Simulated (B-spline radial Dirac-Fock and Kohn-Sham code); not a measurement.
# What relativity does to the binding energies of Au⁶⁺

System: gold as Au⁶⁺ in the configuration 1s2 2s2 2p6 3s2 3p6 3d10 4s2 4p6 4d10 4f14 5s2 5p6 5d5.

Both columns are ΔSCF binding energies of the configuration average from a radial finite-basis atomic code: non-relativistic Hartree-Fock with a point nucleus, and Dirac-Fock with a finite nucleus and the Coulomb interaction alone, averaged over the two j levels with weights 2j+1.

```
shell  Hartree-Fock (eV)  Dirac-Fock (eV)  shift (eV)  shift (%)
   1s            73669.5          81257.6    +7588.15     +10.30
   2s            12484.2          14519.8    +2035.58     +16.31
   2p            11983.2          12668.3     +685.07      +5.72
   3s             3038.3           3547.4     +509.07     +16.75
   3p             2802.3           2994.7     +192.36      +6.86
   3d             2366.7           2346.7      -20.04      -0.85
   4s              744.0            872.3     +128.28     +17.24
   4p              641.1            686.8      +45.63      +7.12
   4d              452.8            446.7       -6.13      -1.35
   4f              199.3            184.3      -14.98      -7.52
   5s              187.8            212.5      +24.71     +13.16
   5p              151.1            158.1       +7.03      +4.65
   5d              95.20            93.31       -1.89      -1.98
```

Relativity binds 1s, 2s, 2p, 3s, 3p, 4s, 4p, 5s, 5p more strongly, among those listed most of all 4s in relative terms, and 3d, 4d, 4f, 5d more weakly, because the contracted s and p shells screen the nucleus better.

Values without a named source are computed, but for edge energies of neutral atoms, which are taken from tables.
